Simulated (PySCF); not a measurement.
Method: B3LYP-D3(BJ)/def2-TZVP // B3LYP-D3(BJ)/def2-SVP (PySCF). Isolated molecules, 0 K electronic values unless said otherwise. One relaxed conformer stands for a flexible species; it need not be the lowest. B3LYP has the VWN-RPA correlation part, as in Gaussian. 

Reference species (SMILES): `[CH3][Ge]([CH3])([CH3])[CH3]` (neutral, multiplicity 1).

```
Property        Result
-------------  -------
HOMO–LUMO gap  8.33 eV
```

Changed species: `C[O][Ge]([CH3])([O]C)[O]C` (3 of 4 CH3 replaced by OCH3; the reference has 0 of 4 CH3 replaced by OCH3).

Give the shifts of the HOMO–LUMO gap.

the HOMO–LUMO gap decreases by 0.59 eV, to 7.74 eV.
